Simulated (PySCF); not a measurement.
Species: C₄H₆Si.
SMILES with atom numbers: `[CH:1]#[C:2]/[CH:3]=[CH:4]\[SiH3:5]` (hydrogens: H6 on C1; H7 on C3; H8 on C4; H9, H10, H11 on Si5)

Computed by this run: PBE0-D3(BJ)/def2-SVP geometry optimisation, gas phase in PySCF; density fitting, grid level 1; the optimiser is geomeTRIC in internal coordinates, started from a GFN2-xTB structure with every atom displaced at random (about 0.01 Å).

Step 0: E = -12106.3051 eV
```
atom  x, y, z in Å  |  force x, y, z in eV/Å
C1      2.0892   -1.3841    0.3429   -2.302   4.437  -0.963
C2      1.5298   -0.3100    0.1096    1.141  -2.119   0.434
C3      0.9208    0.9407   -0.1647    4.414  -0.324   0.277
C4     -0.3464    1.1254   -0.2431   -4.729   0.306  -0.273
Si5    -1.6527   -0.2525   -0.0211    0.650   1.131   0.665
H6      2.5243   -2.2756    0.5350    1.362  -2.740   0.595
H7      1.6519    1.7580   -0.2941   -0.223   0.004  -0.027
H8     -0.7168    2.1310   -0.4554    0.000   0.157  -0.024
H9     -1.4437   -1.2861   -0.9951    0.103  -0.864  -0.800
H10    -1.5316   -0.8207    1.3420   -0.016  -0.135   0.205
H11    -2.9868    0.3479   -0.1714   -0.400   0.145  -0.088
```

Step 1: E = -12106.5917 eV
```
atom  x, y, z in Å  |  force x, y, z in eV/Å
C1      1.9379   -1.3951    0.3408    0.533  -0.464   0.111
C2      1.5646   -0.2656    0.1016   -0.280   0.013  -0.023
C3      0.9745    0.9972   -0.1719   -0.541   0.079  -0.006
C4     -0.3714    1.1646   -0.2474    0.438  -0.279   0.045
Si5    -1.5857   -0.2591   -0.0045    0.120   0.175   0.031
H6      2.3729   -2.3666    0.5486   -0.251   0.310  -0.067
H7      1.6585    1.8387   -0.3149    0.038   0.114  -0.030
H8     -0.7474    2.1688   -0.4610   -0.001   0.098  -0.016
H9     -1.3522   -1.3327   -1.0110   -0.001  -0.044  -0.058
H10    -1.4421   -0.8447    1.3603    0.004  -0.018   0.037
H11    -2.9717    0.2684   -0.1560   -0.060   0.017  -0.024
```

Step 2: E = -12106.6019 eV
```
atom  x, y, z in Å  |  force x, y, z in eV/Å
C1      2.0559   -1.3927    0.3437    0.211   0.147  -0.023
C2      1.6084   -0.2869    0.1075   -0.350  -0.221   0.033
C3      0.9641    0.9537   -0.1615    0.037   0.123  -0.027
C4     -0.3739    1.1255   -0.2393    0.120  -0.069   0.014
Si5    -1.6462   -0.2382   -0.0086    0.058   0.016   0.022
H6      2.5251   -2.3391    0.5476   -0.080   0.013  -0.004
H7      1.6296    1.8130   -0.3128    0.016   0.012   0.000
H8     -0.7212    2.1425   -0.4549   -0.012   0.003   0.000
H9     -1.4523   -1.3209   -1.0193   -0.007  -0.012  -0.006
H10    -1.5419   -0.8331    1.3584   -0.002  -0.009  -0.003
H11    -3.0095    0.3504   -0.1763    0.010  -0.005  -0.006
```

Step 3: E = -12106.6080 eV
```
atom  x, y, z in Å  |  force x, y, z in eV/Å
C1      2.0164   -1.3929    0.3427   -0.029   0.431  -0.087
C2      1.5674   -0.2870    0.1060    0.013  -0.190   0.044
C3      0.9630    0.9741   -0.1653    0.273  -0.060   0.005
C4     -0.3697    1.1361   -0.2413   -0.189   0.250  -0.047
Si5    -1.6132   -0.2448   -0.0046   -0.083  -0.090   0.003
H6      2.4555   -2.3463    0.5480    0.039  -0.201   0.041
H7      1.6385    1.8289   -0.3174   -0.028  -0.102   0.026
H8     -0.7291    2.1511   -0.4561   -0.016  -0.054   0.009
H9     -1.4075   -1.3255   -1.0189   -0.006   0.023   0.028
H10    -1.4952   -0.8406    1.3625   -0.003   0.010  -0.028
H11    -2.9880    0.3210   -0.1711    0.030  -0.017   0.007
```

Question: Estimate the geometry and energy of step 4. (The exact step hangs on the optimiser's Hessian estimate; all steps are aligned on step 3, rigid shifts and turns removed.)

Answer: E = -12106.6117 eV, largest force 0.189 eV/Å
```
atom  x, y, z in Å  |  force x, y, z in eV/Å
C1      2.0288   -1.3908    0.3437    0.054   0.121  -0.023
C2      1.5620   -0.2946    0.1070   -0.107  -0.017  -0.001
C3      0.9562    0.9649   -0.1655    0.181   0.054  -0.003
C4     -0.3757    1.1471   -0.2442   -0.103   0.010  -0.001
Si5    -1.6157   -0.2409   -0.0058   -0.073  -0.025  -0.012
H6      2.4697   -2.3460    0.5506    0.011  -0.094   0.019
H7      1.6398    1.8114   -0.3135    0.011  -0.025   0.005
H8     -0.7326    2.1622   -0.4578    0.020  -0.034   0.005
H9     -1.4094   -1.3200   -1.0202    0.001   0.013   0.013
H10    -1.4932   -0.8379    1.3591    0.002   0.006  -0.008
H11    -2.9920    0.3186   -0.1688    0.001  -0.009   0.005
```

The energy changes by -0.0038 eV. The first-order estimate −F·Δx gives -0.0065 eV and the mean of the old and new forces, exact on a quadratic surface, -0.0037 eV. The step makes an angle of 75° with the force vector and moves no atom by more than 0.018 Å.

What follows is the cost of the whole optimisation. On one thread of an Arm Neoverse V2 (shared host), this took 27 s and 0.42 GiB of memory at its peak.
